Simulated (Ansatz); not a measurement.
Consider the ligand exchange at a Ge–N bond: `[F][GeH2][NH][GeH3]` + HI → `[F][GeH2][I]` + `[NH2][GeH3]`.

Calculated with Ansatz (gas phase, PBE0-D4/def2-TZVP geometries, no zero-point term in ΔE). CCSD(T)/CBS is the MP2 limit (def2-TZVPP, def2-QZVPP) plus CCSD(T) − MP2 in def2-TZVPP, frozen cores. DFT in def2-TZVPP. B3LYP here is the variant with VWN-RPA as its local correlation; programs differ in this. HSE06 is defined as in plane-wave codes. def2 core potentials past Kr. For Ge, I outer-core shells are correlated without core-valence functions, which leaves a few kJ/mol of doubt a bond. Scalar relativity is left out up to krypton. Each species was taken in one conformer, which may not be the lowest.

`[F][GeH2][NH][GeH3]`:

```xyz
10

F     0.883    1.952   -1.423
Ge   -0.450    0.822   -1.313
N     0.042   -0.637   -0.368
Ge    0.283   -0.698    1.459
H    -1.544    1.576   -0.553
H    -0.764    0.436   -2.762
H     0.568   -1.323   -0.891
H    -0.597    0.422    2.033
H     1.756   -0.476    1.849
H    -0.176   -2.075    1.967
```

HI:

```xyz
2

I    -0.044    0.520    0.612
H     0.044   -0.520   -0.612
```

`[F][GeH2][I]`:

Z-matrix (Å, degrees):
```
Ge
F 1 1.734
I 1 2.492 2 107.2
H 1 1.530 2 106.6 3 -117.7
H 1 1.530 2 106.6 3 117.7
```

`[NH2][GeH3]`:

Cartesian coordinates in Å:
```
N -0.503 0.868 -0.586
Ge 0.377 -0.384 0.440
H -0.266 0.827 -1.568
H -1.510 0.822 -0.505
H -0.056 -0.151 1.895
H 0.076 -1.854 0.059
H 1.882 -0.128 0.265
```

```json
{"level": "LDA (SPW92)", "ΔE (kcal/mol)": "-11.8", "difference from CCSD(T)/CBS": "-0.6"}
{"level": "PBE-D4", "ΔE (kcal/mol)": "-13.8", "difference from CCSD(T)/CBS": "-2.6"}
{"level": "revPBE-D4", "ΔE (kcal/mol)": "-13.4", "difference from CCSD(T)/CBS": "-2.2"}
{"level": "BLYP-D4", "ΔE (kcal/mol)": "-12.5", "difference from CCSD(T)/CBS": "-1.3"}
{"level": "r2SCAN-D4", "ΔE (kcal/mol)": "-13.2", "difference from CCSD(T)/CBS": "-2.0"}
{"level": "B97M-V", "ΔE (kcal/mol)": "-11.9", "difference from CCSD(T)/CBS": "-0.7"}
{"level": "PBE0-D4", "ΔE (kcal/mol)": "-13.6", "difference from CCSD(T)/CBS": "-2.4"}
{"level": "B3LYP-D4", "ΔE (kcal/mol)": "-12.5", "difference from CCSD(T)/CBS": "-1.3"}
{"level": "r2SCANh-D4", "ΔE (kcal/mol)": "-13.3", "difference from CCSD(T)/CBS": "-2.1"}
{"level": "r2SCAN0-D4", "ΔE (kcal/mol)": "-13.3", "difference from CCSD(T)/CBS": "-2.1"}
{"level": "HSE06-D4", "ΔE (kcal/mol)": "-13.7", "difference from CCSD(T)/CBS": "-2.5"}
{"level": "BHLYP-D4", "ΔE (kcal/mol)": "-12.4", "difference from CCSD(T)/CBS": "-1.2"}
{"level": "CAM-B3LYP-D4", "ΔE (kcal/mol)": "-10.9", "difference from CCSD(T)/CBS": "0.3"}
{"level": "ωB97X-V", "ΔE (kcal/mol)": "-11.5", "difference from CCSD(T)/CBS": "-0.3"}
{"level": "ωB97M-V", "ΔE (kcal/mol)": "-12.0", "difference from CCSD(T)/CBS": "-0.8"}
{"level": "B2PLYP", "ΔE (kcal/mol)": "-12.0", "difference from CCSD(T)/CBS": "-0.8"}
{"level": "PBE-QIDH", "ΔE (kcal/mol)": "-12.4", "difference from CCSD(T)/CBS": "-1.2"}
{"level": "revPBE", "ΔE (kcal/mol)": "-15.1", "difference from CCSD(T)/CBS": "-3.9"}
{"level": "BLYP", "ΔE (kcal/mol)": "-13.7", "difference from CCSD(T)/CBS": "-2.5"}
{"level": "r2SCAN", "ΔE (kcal/mol)": "-13.5", "difference from CCSD(T)/CBS": "-2.3"}
{"level": "PBE0", "ΔE (kcal/mol)": "-14.1", "difference from CCSD(T)/CBS": "-2.9"}
{"level": "B3LYP", "ΔE (kcal/mol)": "-13.4", "difference from CCSD(T)/CBS": "-2.2"}
{"level": "r2SCAN0", "ΔE (kcal/mol)": "-13.5", "difference from CCSD(T)/CBS": "-2.3"}
{"level": "HSE06", "ΔE (kcal/mol)": "-14.2", "difference from CCSD(T)/CBS": "-3.0"}
{"level": "BHLYP", "ΔE (kcal/mol)": "-12.8", "difference from CCSD(T)/CBS": "-1.6"}
{"level": "CAM-B3LYP", "ΔE (kcal/mol)": "-11.5", "difference from CCSD(T)/CBS": "-0.3"}
{"level": "LC-ωPBE", "ΔE (kcal/mol)": "-11.6", "difference from CCSD(T)/CBS": "-0.4"}
{"level": "RPA@PBE/def2-TZVPP", "ΔE (kcal/mol)": "-8.4", "difference from CCSD(T)/CBS": "2.8"}
{"level": "HF/def2-SVP", "ΔE (kcal/mol)": "-10.4", "difference from CCSD(T)/CBS": "0.8"}
{"level": "MP2/def2-SVP", "ΔE (kcal/mol)": "-8.4", "difference from CCSD(T)/CBS": "2.8"}
{"level": "CCSD/def2-SVP", "ΔE (kcal/mol)": "-8.0", "difference from CCSD(T)/CBS": "3.2"}
{"level": "CCSD(T)/def2-SVP", "ΔE (kcal/mol)": "-7.8", "difference from CCSD(T)/CBS": "3.4"}
{"level": "MP2/def2-TZVPP", "ΔE (kcal/mol)": "-10.6", "difference from CCSD(T)/CBS": "0.6"}
{"level": "CCSD/def2-TZVPP", "ΔE (kcal/mol)": "-9.6", "difference from CCSD(T)/CBS": "1.6"}
{"level": "CCSD(T)/def2-TZVPP", "ΔE (kcal/mol)": "-9.5", "difference from CCSD(T)/CBS": "1.7"}
{"level": "HF/def2-QZVPP", "ΔE (kcal/mol)": "-12.6", "difference from CCSD(T)/CBS": "-1.4"}
{"level": "MP2/def2-QZVPP", "ΔE (kcal/mol)": "-11.6", "difference from CCSD(T)/CBS": "-0.4"}
{"level": "SCS-MP2/def2-QZVPP", "ΔE (kcal/mol)": "-11.0", "difference from CCSD(T)/CBS": "0.2"}
{"level": "HF/CBS(def2)", "ΔE (kcal/mol)": "-12.6", "difference from CCSD(T)/CBS": "-1.4"}
{"level": "MP2/CBS(def2)", "ΔE (kcal/mol)": "-12.3", "difference from CCSD(T)/CBS": "-1.1"}
{"level": "CCSD(T)/CBS", "ΔE (kcal/mol)": "-11.2", "difference from CCSD(T)/CBS": "0"}
```

Problem. What do rigid-rotor, harmonic-oscillator terms from PBE0-D4/def2-TZVP frequencies (298.15 K, 1 bar) make of the CCSD(T)/CBS value? (An estimate is asked.)

Solution. Computed: ΔZPE = +2.8 kcal/mol, ΔH = -8.8 kcal/mol, ΔS = 15 J/(mol·K), ΔG = -9.9 kcal/mol. Modes under 50 cm⁻¹ make the entropy rough.

Largest T1 diagnostic among the species: 0.012.

At CCSD(T), def2-SVP lies +3.4 kcal/mol from the extrapolated value and def2-TZVPP +1.7 kcal/mol. From BLYP to BHLYP (50 % exact exchange), in def2-TZVPP and without D4, ΔE moves by +0.9 kcal/mol. In def2-TZVPP, CCSD(T) changes the Hartree–Fock value by +3.0 kcal/mol (the triples alone add +0.1 kcal/mol) and MP2 by +1.9 kcal/mol.
